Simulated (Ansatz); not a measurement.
Problem. Name a neutral molecule of B, C, N and H with size of the dipole moment (B3LYP/def2-TZVPP) between 4.15 and 4.45 D and HOMO–LUMO gap (PBE/def2-TZVPP) between 3.60 and 3.90 eV (Ansatz, PBE0-D4/def2-TZVP geometry).

Solution. `CBC(N)C#N` (4.38 D, 3.63 eV). Other molecules can fit too; these were computed, each in one conformer that needn't be the lowest.

B3LYP here is the variant with VWN-RPA as its local correlation; programs differ in this.
